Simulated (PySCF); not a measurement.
bromotrifluoromethane (CBrF3), SMILES FC(F)(F)Br. Atoms are numbered in the order given.

```xyz
5

F      1.0784    -0.6226    -1.2766
C      0.0000     0.0000    -0.8233
F     -1.0784    -0.6226    -1.2766
F      0.0000     1.2452    -1.2766
Br     0.0000     0.0000     1.1259
```

The structure is a stationary point at B3LYP-D3(BJ)/def2-SVP.

The numbers are results of B3LYP-D3(BJ)/def2-SVP in PySCF 2.14.0, not measurements.

Frequencies are harmonic and unscaled.

Modes within 1.5 cm⁻¹ of each other (mostly degenerate sets) share a row, with their intensities summed.

| mode | ν (cm⁻¹) | IR (km/mol) | Raman (Å⁴/amu) | depolarisation | moving atoms (share of kinetic energy) |
|---|---|---|---|---|---|
| 1–2 | 303 | 0.1 | 2.6 | 0.75 | F 87 %, Br 8 % |
| 3 | 340 | 0.8 | 6.4 | 0.29 | F 50 %, Br 45 % |
| 4–5 | 552 | 3.8 | 2.3 | 0.75 | F 91 %, C 9 % |
| 6 | 765 | 53.8 | 4.5 | 0.01 | F 78 %, C 21 % |
| 7 | 1094 | 533.9 | 1.9 | 0.75 | C 66 %, F 34 % |
| 8–9 | 1253 | 588.9 | 0.7 | 0.75 | C 75 %, F 25 % |
